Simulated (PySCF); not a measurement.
Multinuclear NMR of C7H4F4

Mapped SMILES: `[F:1][CH2:2][CH2:3][C:4]#[C:5][C:6]#[C:7][C:8]([F:9])([F:10])[F:11]`; H(Xn) means a hydrogen on atom n.

PySCF 2.14.0 with density-fitted response routines calculation with GIAO PBE0/pcSseg-1 shieldings and coordinates at the GFN2-xTB level; one computed conformer, no solvent, fast rotation and ring inversion assumed for equivalent nuclei, relativity neglected.

**Question.** What are the ¹⁹F shifts?

**Answer.** 
```tsv
atoms	environment	σ (ppm)	δ (ppm)
F9/F10/F11	fluorine of a CF3 group	230.6	-47.4
F1	fluorine on an sp3 carbon	409.1	-208.5
```

Shieldings were converted by a linear fit to measured shifts: ¹⁹F: δ = 146.13 − 0.903σ +14.6 on sp3 carbon (rms 6.0 ppm, 223 shifts, 7.0 ppm with the 5 outliers that the fit left out vs CFCl3, solution or neat liquid). Occasional misses reach two or three times the rms, and more in compound classes unlike the fitted ones.

On a 300 MHz spectrometer ¹⁹F resonates near 282.3 MHz, so 1 ppm is 282.3 Hz.
